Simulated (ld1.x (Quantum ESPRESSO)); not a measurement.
Results of a calculation; reference values are marked as such.
# Hardness and transferability of assorted potentials

Generated with ld1.x 7.5 (TM, RRKJ, ultrasoft, PAW), atompaw 4.2 or ONCVPSP 4.0.1. The cutoff is in Ry: for ld1.x and atompaw files where the sum of valence levels is converged to 10 mRy in a Bessel basis, for ONCV files where the hardest occupied wave has 1 mHa per electron of residual kinetic energy. The error is the largest all-electron minus pseudo excitation energy over each file’s own four to seven test configurations (ionisations up to +4, promotions, holes and added fractions of an electron), all of which were solved. The labels leave out finer settings (local radius, basis sizes, second energies), which also bear on the numbers. Spin-polarised tests are not counted. The rows are a selection from randomly drawn settings: files with unsolved tests, undetermined cutoffs or missed reference levels are left out.

A true bound ghost makes a file unfit for plane-wave use even where its test errors are small: the radial tests pick states by their node count and pass the ghost by.

```tsv
element	potential	cutoff (Ry)	largest error (meV)	bound ghosts
Co	PAW, LDA (PZ), scalar-relativistic, rc 1.20/1.25/1.45 (spd), local smoothed, core correction yes, reference 3s2 3p6 3d7 4s0 4p0	70	+2.5	none
Nb	TM, BLYP, scalar-relativistic, rc 3.20/4.10/2.65 (spd), local smoothed, core correction yes, reference 4d4 5s1 5p0	25	-341	none
Gd	TM, PBE, scalar-relativistic, rc 1.40/2.15/1.80 (spd), local smoothed, core correction yes, reference 5s2 5p6 5d0 6s0 6p0	70	-329	none
Pb	TM, PBE, fully relativistic, rc 2.10/2.60/1.75/2.45 (spdf), local smoothed, core correction no, reference 5d10 6s2 6p1	55	+90	s, p3/2, p1/2
```

Fill in the row for Te: TM, revPBE, non-relativistic, rc 1.60/1.95 (sp), local s, core correction yes, reference 5s2 5p4.

cutoff 35 Ry, largest error -47 meV, bound ghosts: none.

Fill in the row for C: RRKJ, BLYP, non-relativistic, rc 1.25/1.90/1.70 (spd), local smoothed, core correction yes, reference 2s2 2p0.

cutoff 50 Ry, largest error +492 meV, bound ghosts: none.
